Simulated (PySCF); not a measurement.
## Two-dimensional NMR puzzle

Compound of formula C2H12O2Si3. Correlations simulated from computed shifts and the bond graph:

HSQC (one-bond C–H):
| δH | δC |
| --- | --- |
| 1.32 | 10.2 |
| 0.91 | 11.8 |

COSY cross peaks (H two or three bonds apart, from the bond graph; peaks can be absent where the dihedral angle is near 90°):
| δH | δH |
| --- | --- |
| 5.20 | 0.91 |
| 1.32 | 0.91 |

HMBC (two and three bonds, from the bond graph):
| δH | δC |
| --- | --- |
| 5.20 | 11.8, 10.2 |
| 1.32 | 11.8 |
| 0.91 | 10.2 |

[PySCF: GFN2-xTB geometry; shielding tensors at PBE0/pcSseg-1 (GIAO); equivalent nuclei averaged; non-relativistic Hamiltonian; in vacuum; one conformer]

References, each an isolated molecule treated in the same way: TMS for ¹H, ¹³C.

Exchangeable hydrogens are left out of these lists.

**Question.** Assemble the structure.

**Answer.** SMILES CC[SiH2]O[SiH2]O[SiH3].

Mapped SMILES: `[CH3:1][CH2:2][SiH2:3][O:4][SiH2:5][O:6][SiH3:7]`. Each H is labelled by its parent atom.

δC 11.8 is C2, an sp3 CH2 bonded to Si (δH 0.91). δC 10.2 is C1, a methyl carbon (δH 1.32). COSY links 5.20–0.91, 1.32–0.91.

This is the structure that produced the data.

Shifts are as computed. Against solution values, carbons near 30 ppm lie about +3 ppm off and those near 130 ppm about +5 ppm. Of 1309 compounds with measured shifts, 239 miss one by over three times the rms of a fit or turn the order of signals round; such compounds aren't used in these exercises.
